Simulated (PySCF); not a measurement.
**Gas-phase XPS of `C[N](C)[GeH3]`, computed**

Compound: C₂H₉GeN.
Numbering: `[CH3:1][N:2]([CH3:3])[GeH3:4]`

Method used: PySCF 2.14.0, delta-SCF UKS SCAN, pcX-2 on the ionised atom, pcseg-1 elsewhere, spin-free X2C. These are vertical core ionisation energies against the vacuum level, from separate self-consistent calculations with and without the core hole.

**Question.** List the computed XPS lines with their assignment.

**Answer.** 
```json
{"atom(s)": "C1/C3", "environment": "N-methyl carbon", "level": "C 1s", "binding energy (eV)": "291.37", "count": "2"}
{"atom(s)": "N2", "environment": "nitrogen bonded to 2 C and Ge", "level": "N 1s", "binding energy (eV)": "404.11", "count": "1"}
```

**Question.** Which photon wavelength matches the C 1s of C1/C3 threshold?

**Answer.** λ = hc/E = 12398.42 eV Å / 291.37 eV = 42.552 Å.

The first atom of each set that the bonding makes equivalent was ionised and stands for the set. No level of germanium is listed. Isolated species at its PBE0-D3(BJ)/def2-SVP geometry, gas phase.
